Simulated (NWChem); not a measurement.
Molecule: BH₂O₂F; SMILES OB(O)F

```xyz
6

B      0.0000     0.0000    -0.0339
F      0.0000     0.0000     1.3110
O     -1.1679     0.0000    -0.7113
H     -1.9297     0.0000    -0.1247
O      1.1679     0.0000    -0.7113
H      1.9297     0.0000    -0.1247
```
Atoms are numbered in this order, from 1.

Results from NWChem. All runs use the structure optimised with PBE0/def2-SVP. Ions are spin-unrestricted doublets at the neutral geometry; other ion states weren't tried. Functional: LC-ωPBE (HJS hole) with def2-SVP; rows give the range parameter ω in 1/bohr.

```
range parameter (1/bohr)  vertical ionisation energy, ΔSCF (eV)  −ε(HOMO) (eV)  ΔSCF minus −ε(HOMO) (eV)
------------------------  -------------------------------------  -------------  ------------------------
0.05                                                      11.81           8.26                      3.55
0.15                                                      11.92           9.70                      2.22
0.20                                                      12.03          10.33                      1.70
0.30                                                      12.32          11.40                      0.92
0.40                                                 (withheld)     (withheld)                (withheld)
```

Question: Some entries are withheld; supply them.

Answer: 
- 0.40, vertical ionisation energy, ΔSCF (eV): 12.61
- 0.40, −ε(HOMO) (eV): 12.26
- 0.40, ΔSCF minus −ε(HOMO) (eV): 0.35
